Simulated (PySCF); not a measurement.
C4H6BF, SMILES B1(CCC=C1)F. Coordinates come from a PBE-D3(BJ)/def2-SVP optimisation. The structure was generated by enumeration, and PubChem lists no compound with its InChIKey, so it may never have been made. One conformer was computed; it need not be the lowest.

Computed equilibrium geometry at PBE-D3(BJ)/def2-SVP (PySCF confirms it by a frequency run) as a Z-matrix, and its point group (one conformer of several):
point group Cs.
```
C
H 1 1.1134
H 1 1.1134 2 104.59
C 1 1.5086 2 110.07 3 118.20
C 4 1.3626 1 115.56 2 122.61
H 5 1.1006 4 122.72 1 180.00
H 4 1.1059 5 124.43 6 0.00
C 1 1.5460 2 112.87 3 -123.08
H 8 1.1112 1 112.62 2 -0.26
H 8 1.1112 9 105.27 1 -123.07
B 5 1.5502 6 130.93 4 180.00
F 11 1.3421 5 126.53 6 0.00
```
